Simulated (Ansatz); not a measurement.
Reaction (formal exchange of groups at a B–C bond): `CB(C)C[SiH3]` + BH₃ → `BB(C)C[SiH3]` + CH₄

Program: Ansatz. Geometries: PBE0-D4/def2-TZVP. ΔE: electronic, gas phase. CCSD(T)/CBS is the MP2 limit (def2-TZVPP, def2-QZVPP) plus CCSD(T) − MP2 in def2-TZVPP, frozen cores. This one scheme is used for every species. DFT in def2-TZVPP. B3LYP here is the variant with VWN-RPA as its local correlation; programs differ in this. Each species was taken in one conformer, which may not be the lowest.

`CB(C)C[SiH3]`:

Z-matrix (Å, degrees):
```
C
B 1 1.570
H 1 1.092 2 115.3
H 1 1.099 2 107.9 3 -119.9
H 1 1.095 2 111.8 3 125.2
C 2 1.569 1 119.5 3 -167.5
C 2 1.557 1 120.7 3 14.5
H 6 1.093 2 114.1 1 -151.2
H 6 1.093 2 114.2 1 -24.6
H 6 1.100 2 106.5 1 92.3
Si 7 1.882 2 108.7 1 83.8
H 7 1.095 2 113.4 1 -32.9
H 7 1.095 2 113.7 1 -158.8
H 11 1.488 7 110.7 2 58.4
H 11 1.488 7 110.6 2 178.3
H 11 1.488 7 110.7 2 -61.6
```

BH₃:

Z-matrix (Å, degrees):
```
B
H 1 1.193
H 1 1.193 2 120.0
H 1 1.193 2 120.0 3 180.0
```

`BB(C)C[SiH3]`:

Z-matrix (Å, degrees):
```
C
B 1 1.577
H 1 1.094 2 113.1
H 1 1.092 2 115.2 3 -126.3
H 1 1.100 2 106.5 3 116.5
C 2 1.561 1 118.9 3 -31.4
B 2 1.656 1 119.1 3 152.6
Si 6 1.885 2 108.8 1 -86.2
H 6 1.096 2 112.9 1 31.0
H 6 1.095 2 114.7 1 156.7
H 7 1.202 2 121.1 1 -91.0
H 7 1.201 2 123.5 1 87.4
H 8 1.487 6 110.1 2 177.5
H 8 1.487 6 110.6 2 -62.6
H 8 1.487 6 110.8 2 57.6
```

CH₄:

Z-matrix (Å, degrees):
```
C
H 1 1.090
H 1 1.090 2 109.5
H 1 1.090 2 109.5 3 -120.0
H 1 1.090 2 109.5 3 120.0
```

Is it downhill or uphill in electronic energy at CCSD(T)/CBS, and by how much? (Estimate.)

Ansatz gave: Uphill: ΔE = +10.4 kJ/mol.

What do these levels give: PBE0-D4, B2PLYP, B3LYP, CCSD(T)/def2-TZVPP, MP2/def2-QZVPP, MP2/CBS(def2)? (An estimate is asked.)

Ansatz gave: PBE0-D4 3.1, B2PLYP 8.7, B3LYP 3.7, CCSD(T)/def2-TZVPP 11.7, MP2/def2-QZVPP 15.6, MP2/CBS(def2) 15.0 kJ/mol.

Largest T1 diagnostic among the species: 0.011.

From PBE to PBE0 (25 % exact exchange), in def2-TZVPP and without D4, ΔE moves by +6.1 kJ/mol.
